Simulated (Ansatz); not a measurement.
System: Ag2, charge 0, singlet. Ag2 (SMILES [Ag][Ag]).
B3LYP-D3(BJ)/def2-TZVP minimum from Ansatz (an electronic-structure program):
```xyz
2

Ag     0.0000     0.0000    -1.2983
Ag     0.0000     0.0000     1.2983
```

Total energies in hartree (Ansatz). Radicals and triplets start from unrestricted determinants; spin-orbit coupling is neglected. Cores are frozen in correlated methods (noble-gas shells, and filled d and f shells in the p block). Past Kr the def2 sets carry scalar-relativistic core potentials.

```tsv
species	HF/def2-TZVPP	CCSD(T)/def2-TZVPP	HF/def2-QZVPP	CCSD(T)/def2-QZVPP	CCSDT(Q)/def2-TZVPP
1: Ag2 (SMILES [Ag][Ag])	-292.24904	-293.02829	-292.25175	-293.10240	-293.02687
2: Ag (doublet)	-146.11696	-146.48684	-146.11809	-146.52236	-146.48614
```

Question: Work out the atomisation energy (electronic, to ground-state atoms) in kcal/mol: take Hartree-Fock from def2-QZVPP, extrapolate the CCSD(T) correlation energy as X^-3 (X = 3, 4), and add CCSDT(Q) - CCSD(T) in def2-TZVPP. 1 hartree = 627.51 kcal/mol.

Answer: 
Species 1: correlation (64·(-0.85065) - 27·(-0.77925))/37 = -0.90275; step +0.00142; E1 = -292.25175 + (-0.90275) + (+0.00142) = -293.15308
Species 2: correlation (64·(-0.40427) - 27·(-0.36988))/37 = -0.42937; step +0.00070; E2 = -146.11809 + (-0.42937) + (+0.00070) = -146.54676
-1·E1 +2·E2 = 0.05956 hartree = 37.4 kcal/mol.
